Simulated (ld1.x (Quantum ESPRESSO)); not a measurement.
# silicon: excitation energies, all-electron against TM

ld1.x (Quantum ESPRESSO) 7.5 input, shortened:

```
&input
   title='Si', zed=14., rel=1, dft='PZ', iswitch=3,
   config='[Ne] 3s2 3p2 3d-2'
 /
 &inputp
   pseudotype=2, tm=.true., lloc=-1, rcloc=1.05,
   nlcc=.false.
 /
3
3S  1  0   2.00   0.00  1.30  1.30  0.0
3P  2  1   2.00   0.00  1.40  1.40  0.0
3D  3  2  -2.00   0.25  1.45  1.45  0.0
 &test
   configts(1)='3s2 3p2'
 /
```

Energies are relative to the spin-unpolarised reference configuration 3s2 3p2; without spin polarisation the order of configurations can differ from experiment. Spin-polarised rows fill each open shell by Hund’s rule, majority spin first. The frozen-core shift is the all-electron ΔE with the core orbitals held at their reference shape minus the fully relaxed ΔE.

```
   valence configuration  charge  ΔE all-electron (eV)  error AE − PS (meV)  frozen-core shift (meV)
                 3s2 3p1      +1                 7.829                  +12                     +1.4
                 3s2 3p0      +2                23.943                 +117                      +14
                 3s1 3p0      +3                58.088                 +544                      +76
                 3s1 3p2      +1                15.242                  +29                     +4.0
                 3s1 3p3       0                 6.807                 +7.0                     +0.8
                 3s0 3p4       0                13.779                  +28                     +3.3
3s2 3p2 (spin-polarised)       0                -0.611                  +40                     +0.6
```

What are ΔE and the potential's error for 3s2 3p1.5?

ΔE = 2.965 eV all-electron; the error (AE − PS) is +1.9 meV.

What are ΔE and the potential's error for 3s2 3p1 (spin-polarised)?

ΔE = 7.624 eV all-electron; the error (AE − PS) is +29 meV.
